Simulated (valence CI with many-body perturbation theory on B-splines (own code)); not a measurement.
## Energy levels of Br²¹⁺

Level of theory: configuration interaction combined with many-body perturbation theory (CI+MBPT): four valence electrons over a frozen Dirac-Fock core [Ne], radial functions for each j: 11 s, 11 p, 10 d, 8 f, 5 g, 2 h, with the one-electron correlation potential Σ1, the two-electron term Σ2, the three-electron term Σ3, Breit, model QED; selected CI, second order for the rest, scaled by the run's own slope (own B-spline code, finite nucleus).

No measured spectrum was set against this ion. As an estimate, levels of excited configurations hold to 0.05 to 0.15 % of their energy, terms of the ground configuration to about 0.5 %. Among the levels kept, up to 800 cm⁻¹ of a level comes from second order outside the variational space, and about a tenth of that is noise between levels of different J, which matters for small intervals.

Levels 46 to 90 of 173, with energies above the lowest level, 3s²3p² ³P_0. "Leading %" is the weight of the configuration and term that name the level; weights of strongly mixed levels are sums over their largest components and can fall short. In the jj column 3d3/2^4 stands for four electrons in 3d with j = 3/2. Lifetimes count E1, E2, E3, M1 and M2 decay at the calculated energies, and are blank where another channel may lead or the interval is too uncertain; long ones can be off by a factor of two.

| No. | Configuration | Term | J | E (cm⁻¹) | Leading % | Second component | Leading jj | Lifetime |
| --- | --- | --- | --- | --- | --- | --- | --- | --- |
| 46 | 3s3p²3d | ⁵P | 1 | 1257200 | 90 |  | 3s 3p1/2 3p3/2 3d3/2 (55 %) | 9.84 ps |
| 47 | 3s3p²3d | ³F | 4 | 1260600 | 60 | 26 % 3s3p²3d ⁵D | 3s 3p3/2^2 3d5/2 (75 %) | 865 ps |
| 48 | 3s3p²3d | ³P | 2 | 1261700 | 50 | 25 % 3p⁴ ³P | 3s 3p1/2 3p3/2 3d5/2 (39 %) | 11.4 ps |
| 49 | 3p⁴ | ¹S | 0 | 1278300 | 44 | 31 % 3s3p²3d ³P | 3s 3p3/2^2 3d5/2 (48 %) | 48.1 ps |
| 50 | 3s3p²3d | ³P | 1 | 1296600 | 41 | 22 % 3p⁴ ³P | 3s 3p1/2 3p3/2 3d5/2 (28 %) | 10.9 ps |
| 51 | 3s3p²3d | ³G | 3 | 1312200 | 78 | 17 % 3s3p²3d ¹F | 3s 3p1/2 3p3/2 3d3/2 (84 %) | 37.6 ps |
| 52 | 3s3p²3d | ³F | 2 | 1316500 | 41 | 26 % 3s3p²3d ³D | 3s 3p1/2^2 3d3/2 (25 %) | 17.7 ps |
| 53 | 3s3p²3d | ³G | 4 | 1328000 | 87 | 6 % 3s3p²3d ³F | 3s 3p1/2 3p3/2 3d5/2 (42 %) | 47.9 ps |
| 54 | 3s3p²3d | ³D | 3 | 1336100 | 66 | 13 % 3s3p²3d ¹F | 3s 3p1/2 3p3/2 3d5/2 (57 %) | 16.5 ps |
| 55 | 3s3p²3d | ³P | 0 | 1338900 | 40 | 28 % 3p⁴ ³P | 3s 3p3/2^2 3d3/2 (32 %) | 12.1 ps |
| 56 | 3s3p²3d | ³D | 1 | 1339400 | 64 | 16 % 3s3p²3d ³P | 3s 3p3/2^2 3d3/2 (39 %) | 16.7 ps |
| 57 | 3s3p²3d | ¹G | 4 | 1344400 | 65 | 14 % 3s3p²3d ³F | 3s 3p1/2 3p3/2 3d5/2 (62 %) | 68.6 ps |
| 58 | 3s3p²3d | ³G | 5 | 1348300 | 93 | 6 % 3s3p²3d ⁵F | 3s 3p3/2^2 3d5/2 (58 %) | 68.7 ps |
| 59 | 3s3p²3d | ¹F | 3 | 1352900 | 40 | 23 % 3s3p²3d ³F | 3s 3p1/2 3p3/2 3d5/2 (54 %) | 16.3 ps |
| 60 | 3s3p²3d | ³D | 2 | 1357800 | 52 | 21 % 3s3p²3d ³F | 3s 3p3/2^2 3d3/2 (47 %) | 10.7 ps |
| 61 | 3s3p²3d | ³D | 1 | 1374400 | 72 | 22 % 3s3p²3d ¹P | 3s 3p1/2 3p3/2 3d3/2 (70 %) | 10.9 ps |
| 62 | 3s3p²3d | ³F | 3 | 1376500 | 44 | 39 % 3s3p²3d ³D | 3s 3p1/2 3p3/2 3d5/2 (36 %) | 10.3 ps |
| 63 | 3s3p²3d | ³D | 1 | 1376700 | 68 | 24 % 3s3p²3d ¹P | 3s 3p1/2 3p3/2 3d5/2 (50 %) | 12.0 ps |
| 64 | 3s3p²3d | ³P | 0 | 1384900 | 78 | 13 % 3s²3d² ³P | 3s 3p1/2 3p3/2 3d5/2 (47 %) | 11.7 ps |
| 65 | 3s3p²3d | ³D | 2 | 1386800 | 67 | 15 % 3s3p²3d ³F | 3s 3p1/2 3p3/2 3d5/2 (44 %) | 13.8 ps |
| 66 | 3s3p²3d | ³P | 1 | 1396000 | 58 | 12 % 3s²3d² ³P | 3s 3p1/2 3p3/2 3d5/2 (64 %) | 12.6 ps |
| 67 | 3s3p²3d | ³P | 2 | 1410900 | 40 | 18 % 3s3p²3d ³D | 3s 3p1/2 3p3/2 3d5/2 (30 %) | 11.8 ps |
| 68 | 3s3p²3d | ³F | 4 | 1413300 | 72 | 12 % 3s3p²3d ¹G | 3s 3p3/2^2 3d3/2 (54 %) | 10.3 ps |
| 69 | 3s3p²3d | ³F | 2 | 1419900 | 43 | 21 % 3s3p²3d ³D | 3s 3p1/2 3p3/2 3d3/2 (41 %) | 8.95 ps |
| 70 | 3s3p²3d | ³F | 3 | 1423400 | 42 | 30 % 3s3p²3d ³D | 3s 3p1/2 3p3/2 3d5/2 (28 %) | 11.3 ps |
| 71 | 3s3p²3d | ³D | 1 | 1425500 | 36 | 27 % 3s3p²3d ³S | 3s 3p3/2^2 3d3/2 (41 %) | 10.1 ps |
| 72 | 3s3p²3d | ³D | 3 | 1430100 | 58 | 22 % 3s3p²3d ³F | 3s 3p3/2^2 3d5/2 (54 %) | 14.4 ps |
| 73 | 3s3p²3d | ³D | 2 | 1432800 | 43 | 27 % 3s3p²3d ³F | 3s 3p1/2 3p3/2 3d3/2 (30 %) | 10.3 ps |
| 74 | 3s3p²3d | ³S | 1 | 1447800 | 53 | 25 % 3s3p²3d ¹P | 3s 3p3/2^2 3d5/2 (59 %) | 11.4 ps |
| 75 | 3s3p²3d | ³F | 4 | 1475500 | 89 |  | 3s 3p3/2^2 3d5/2 (65 %) | 10.4 ps |
| 76 | 3s3p²3d | ¹D | 2 | 1475700 | 33 | 24 % 3s²3d² ¹D | 3s 3p3/2^2 3d5/2 (28 %) | 9.27 ps |
| 77 | 3s3p²3d | ³D | 3 | 1480500 | 75 | 19 % 3s3p²3d ³F | 3s 3p3/2^2 3d5/2 (73 %) | 11.9 ps |
| 78 | 3s3p²3d | ³D | 3 | 1509600 | 69 | 12 % 3s3p²3d ³F | 3s 3p3/2^2 3d5/2 (47 %) | 7.82 ps |
| 79 | 3s3p²3d | ¹S | 0 | 1511300 | 36 | 29 % 3s3p²3d ³P | 3s 3p1/2 3p3/2 3d3/2 (34 %) | 5.95 ps |
| 80 | 3s3p²3d | ³D | 2 | 1517000 | 59 | 16 % 3s3p²3d ¹D | 3s 3p3/2^2 3d3/2 (64 %) | 7.93 ps |
| 81 | 3s3p²3d | ¹D | 2 | 1521200 | 40 | 32 % 3s3p²3d ³D | 3s 3p3/2^2 3d5/2 (54 %) | 9.12 ps |
| 82 | 3s3p²3d | ³D | 1 | 1523700 | 47 | 36 % 3s3p²3d ¹P | 3s 3p3/2^2 3d3/2 (51 %) | 6.72 ps |
| 83 | 3s3p²3d | ³D | 1 | 1532200 | 51 | 17 % 3s3p²3d ³P | 3s 3p3/2^2 3d3/2 (43 %) | 6.18 ps |
| 84 | 3s3p²3d | ³P | 2 | 1552000 | 50 | 20 % 3s3p²3d ¹D | 3s 3p3/2^2 3d5/2 (36 %) | 5.43 ps |
| 85 | 3s3p²3d | ³P | 1 | 1583100 | 52 | 36 % 3s3p²3d ¹P | 3s 3p3/2^2 3d5/2 (52 %) | 5.12 ps |
| 86 | 3s3p²3d | ³P | 0 | 1589800 | 46 | 13 % 3p⁴ ³P | 3s 3p3/2^2 3d3/2 (45 %) | 4.66 ps |
| 87 | 3s3p²3d | ¹F | 3 | 1600800 | 89 |  | 3s 3p3/2^2 3d3/2 (38 %) | 4.99 ps |
| 88 | 3s²3d² | ³F | 2 | 1614500 | 69 | 16 % 3s3p²3d ³F | 3s^2 3d3/2^2 (47 %) | 5.60 ps |
| 89 | 3s²3d² | ³F | 3 | 1625100 | 74 | 18 % 3s3p²3d ³F | 3s^2 3d3/2 3d5/2 (74 %) | 6.22 ps |
| 90 | 3s²3d² | ³F | 4 | 1631700 | 79 | 16 % 3s3p²3d ³F | 3s^2 3d5/2^2 (58 %) | 6.77 ps |

Names give the largest LS component (configuration and term), which can be under half, so a name can repeat, a term be missing and a line seem to break the LS rules; names also repeat where a configuration has a term twice.

Where two levels of one J and parity lie close, their mixing, g and order are uncertain.
